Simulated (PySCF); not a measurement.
# C3H2O, SMILES `C=C=C=O` (charge 0, multiplicity 1)

The numbers are results of PySCF with PBE-D3(BJ)/def2-TZVP // B3LYP-D3(BJ)/def2-TZVP, not measurements.

| Property | Result |
|---|---|
| HOMO | -5.62 eV |
| dipole moment | 2.32 D |
| HOMO–LUMO gap | 1.93 eV |
| LUMO | -3.69 eV |
| total energy | -190.5176 Ha |
| cost | very roughly 22 core-seconds |

Bonded distances (Å): C1–C2 1.320, C1–H5 1.089, C1–H6 1.087, C2–C3 1.292, C3–O4 1.167. Bond angles (°): C2–C1–H5 122.7, C2–C1–H6 121.5, H5–C1–H6 115.8, C1–C2–C3 149.6, C2–C3–O4 170.5.
Charge 0, spin multiplicity 1.
